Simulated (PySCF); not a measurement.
Potential energy of TlF along the bond

Set-up: basis Tl aug-cc-pVDZ-PP with ECP60, F aug-cc-pVDZ; scalar-relativistic core potentials; PySCF 2.14. Energies in eV from Tl + F in their ground configurations at the same level. State: ¹Σ⁺ (singlet), closed shell.

```json
{"R (Å)": "1.827", "M06-L": "-4.278", "PW91": "-4.405", "r²SCAN": "-4.213"}
{"R (Å)": "1.913", "M06-L": "-4.881", "PW91": "-5.006", "r²SCAN": "-4.786"}
{"R (Å)": "1.998", "M06-L": "-5.211", "PW91": "-5.341", "r²SCAN": "-5.090"}
{"R (Å)": "2.061", "M06-L": "-5.332", "PW91": "-5.467", "r²SCAN": "-5.195"}
{"R (Å)": "2.125", "M06-L": "-5.375", "PW91": "-5.517", "r²SCAN": "-5.224"}
{"R (Å)": "2.189", "M06-L": "-5.358", "PW91": "-5.510", "r²SCAN": "-5.196"}
{"R (Å)": "2.274", "M06-L": "-5.274", "PW91": "-5.437", "r²SCAN": "-5.098"}
{"R (Å)": "2.380", "M06-L": "-5.101", "PW91": "-5.280", "r²SCAN": "-4.913"}
{"R (Å)": "2.507", "M06-L": "-4.841", "PW91": "-5.038", "r²SCAN": "-4.641"}
{"R (Å)": "2.678", "M06-L": "-4.459", "PW91": "-4.682", "r²SCAN": "-4.251"}
```

Q: Put a parabola through the three lowest points of the M06-L curve and estimate Re, k and ωe (reduced mass 17.39 u; 1 eV/Å² = 0.16022 mdyn/Å; ωe = 1302.8·√(k/μ) cm⁻¹).

A: Through R = 2.061, 2.125, 2.189 Å the second-order coefficient is 7.32 eV/Å², so Re ≈ 2.139 Å, k ≈ 2.35 mdyn/Å and ωe ≈ 479 cm⁻¹. A polynomial fit of higher order to the unrounded M06-L energies gives Re = 2.137 Å, k = 2.14 mdyn/Å, ωe = 457 cm⁻¹; anharmonicity and rounding make the difference.

The higher-order fit for each curve: M06-L: Re = 2.137 Å, ωe = 457 cm⁻¹, De = 5.38 eV; PW91: Re = 2.147 Å, ωe = 444 cm⁻¹, De = 5.52 eV; r²SCAN: Re = 2.123 Å, ωe = 466 cm⁻¹, De = 5.22 eV.

These are scalar-relativistic numbers at best; spin–orbit coupling would shift them, the dissociation energy most.
